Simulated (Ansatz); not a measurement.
# Interaction energy ladder

The pair of K⁺ (SMILES [K+], atom 1) and CH6Si (SMILES C[SiH3], atoms 2–9), both closed shells, in one local arrangement (a lower one may exist), relaxed at PBE0-D4/def2-TZVP:

K1  (0.526, 1.971, -3.509)
C2  (-0.734, -0.704, 1.025)
Si3  (0.526, 0.139, -0.043)
H4  (-0.451, -1.746, 1.192)
H5  (-1.723, -0.686, 0.564)
H6  (-0.797, -0.209, 1.996)
H7  (1.899, 0.158, 0.514)
H8  (0.145, 1.565, -0.331)
H9  (0.608, -0.488, -1.407)
(Å)

Ansatz 0.2.0; basis: def2-TZVPPD, with def2-QZVPPD for the basis limit; cores frozen in the correlated methods. The outer core shell of Li, Na, Mg and K is correlated. The def2 sets are not built for correlating such inner shells, so the correlated values are less sure here. B3LYP uses VWN-RPA correlation. Extrapolation: Hartree–Fock as exp(−7.88 √X), correlation as X^−2.97. Interaction energies count from these two fragments, frozen as in the pair, with the counterpoise correction; negative means bound.

Question: What is the interaction energy by CCSD(T) at an estimated basis limit (MP2 extrapolated from triple and quadruple zeta, plus CCSD(T) − MP2 in triple zeta)? (An estimate is asked for; the value comes from the calculation.)

Answer: The calculation gives: -32.0 kJ/mol. Hartree–Fock alone gives -28.1 kJ/mol at the basis limit. It counts from the two fragments frozen as in the pair.

The same quantity by other methods in triple zeta, and each one's difference from that estimate:
| method | E_int (kJ/mol) | difference |
| --- | --- | --- |
| PBE-D4 | -42.3 | -10.3 |
| revPBE-D4 | -46.8 | -14.8 |
| BLYP-D4 | -48.0 | -16.0 |
| r2SCAN-D4 | -34.5 | -2.5 |
| B97M-V | -34.6 | -2.6 |
| PBE0-D4 | -40.2 | -8.2 |
| B3LYP-D4 | -45.3 | -13.3 |
| HSE06-D4 | -40.2 | -8.2 |
| wB97X-V | -32.6 | -0.6 |
| wB97M-V | -33.0 | -1.0 |
| B2PLYP | -30.8 | 1.3 |
| HF | -27.8 | 4.2 |
| MP2 | -30.9 | 1.1 |
| CCSD | -30.2 | 1.8 |
| CCSD(T) | -30.7 | 1.3 |
Differences are method less estimate.

Energy to bend the free fragments (PBE0-D4 minima) into their shapes in the pair, CCSD(T)/def2-TZVPPD: CH6Si 3.2 kJ/mol. This must be added to the interaction energy to get the binding energy from relaxed fragments.

Basis-set superposition shift (counterpoise-corrected less uncorrected): CCSD(T) 1.7; MP2 1.6; HF 0.2; PBE0-D4 0.4; wB97M-V 0.3 kJ/mol.

The T1 diagnostic stays at or below 0.010.

For scale, one of the runs: CCSD(T)/def2-TZVPPD, 223 basis functions, launched by `ansatz run in.yaml --threads 4 --pin off --events-out ev --progress --plain --max-ram 9574MiB`. The run took 41 s on 4 CPU threads of an Arm Neoverse V1 (shared host), with 3.4 GiB of host memory at its peak.
